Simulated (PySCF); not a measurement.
# `InChI=1S/C6H15N/c1-6(2)4-3-5-7/h6H,3-5,7H2,1-2H3`

Molfile (atoms numbered from 1):
```
C6H15N
     RDKit          3D

 22 21  0  0  0  0  0  0  0  0999 V2000
   -2.1759    1.0825   -1.0908 C   0  0  0  0  0  0  0  0  0  0  0  0
   -1.4277   -0.0458   -0.3823 C   0  0  0  0  0  0  0  0  0  0  0  0
   -1.9344   -0.1779    1.0519 C   0  0  0  0  0  0  0  0  0  0  0  0
    0.0796    0.2224   -0.4364 C   0  0  0  0  0  0  0  0  0  0  0  0
    0.9349   -0.9490    0.0398 C   0  0  0  0  0  0  0  0  0  0  0  0
    2.4257   -0.6621   -0.1332 C   0  0  0  0  0  0  0  0  0  0  0  0
    2.8148    0.4976    0.6540 N   0  0  0  0  0  0  0  0  0  0  0  0
   -3.2478    0.8967   -1.0838 H   0  0  0  0  0  0  0  0  0  0  0  0
   -1.8504    1.1714   -2.1249 H   0  0  0  0  0  0  0  0  0  0  0  0
   -1.9881    2.0300   -0.5901 H   0  0  0  0  0  0  0  0  0  0  0  0
   -1.6319   -0.9842   -0.9117 H   0  0  0  0  0  0  0  0  0  0  0  0
   -1.4695   -1.0198    1.5576 H   0  0  0  0  0  0  0  0  0  0  0  0
   -3.0113   -0.3338    1.0587 H   0  0  0  0  0  0  0  0  0  0  0  0
   -1.7162    0.7278    1.6137 H   0  0  0  0  0  0  0  0  0  0  0  0
    0.3549    0.4484   -1.4692 H   0  0  0  0  0  0  0  0  0  0  0  0
    0.3190    1.0997    0.1656 H   0  0  0  0  0  0  0  0  0  0  0  0
    0.7397   -1.1512    1.0945 H   0  0  0  0  0  0  0  0  0  0  0  0
    0.6816   -1.8477   -0.5274 H   0  0  0  0  0  0  0  0  0  0  0  0
    2.9961   -1.5715    0.1279 H   0  0  0  0  0  0  0  0  0  0  0  0
    2.6337   -0.4283   -1.1812 H   0  0  0  0  0  0  0  0  0  0  0  0
    3.8003    0.6985    0.5247 H   0  0  0  0  0  0  0  0  0  0  0  0
    2.6624    0.3156    1.6409 H   0  0  0  0  0  0  0  0  0  0  0  0
  1  2  1  0
  2  3  1  0
  2  4  1  0
  4  5  1  0
  5  6  1  0
  6  7  1  0
  1  8  1  0
  1  9  1  0
  1 10  1  0
  2 11  1  0
  3 12  1  0
  3 13  1  0
  3 14  1  0
  4 15  1  0
  4 16  1  0
  5 17  1  0
  5 18  1  0
  6 19  1  0
  6 20  1  0
  7 21  1  0
  7 22  1  0
M  END
```

Method used: GIAO B97-2/pcSseg-1 magnetisability, rotational g tensor and spin-rotation constants, non-relativistic, gas phase in PySCF. Geometry: GFN2-xTB.

Problem. What are the magnetisability and the molar susceptibility?

Solution. Isotropic -1404 × 10⁻³⁰ J/T², or -84.6 × 10⁻⁶ cm³/mol; principal values -1439, -1404, -1369 × 10⁻³⁰ J/T², anisotropy 60 × 10⁻³⁰ J/T² (root of half the summed squared differences of the principal values). The susceptibility is in cgs units.

Problem. Split it along the inertial axes a, b, c into diamagnetic and paramagnetic parts about the centre of mass, with the quadrupole moment.

Solution. 
```tsv
axis	χ (10⁻⁶ cm³/mol)	diamagnetic (10⁻⁶ cm³/mol)	paramagnetic (10⁻⁶ cm³/mol)	summed x² of all electrons (Å²)	quadrupole Θ (D Å)
a	-83.3	-378.4	295.2	247.1	+5.23
b	-83.7	-1205.4	1121.7	52.2	-2.49
c	-86.6	-1269.6	1183.0	37.0	-2.74
```
Anisotropies 2χaa − χbb − χcc = +3.8 and 2χbb − χaa − χcc = +2.4 × 10⁻⁶ cm³/mol. Θ is traceless in Buckingham's convention.

Problem. And the rotational g tensor?

Solution. 
```
axis  rotational constant (GHz)        g  nuclear part  electronic part
   a                     4.9672  -0.0030        0.6857          -0.6888
   b                     1.1487  +0.0020        0.6073          -0.6053
   c                     1.0904  +0.0035        0.6095          -0.6060
```
Asymmetric top; isotopes 12C, 1H, 14N; no vibrational averaging.
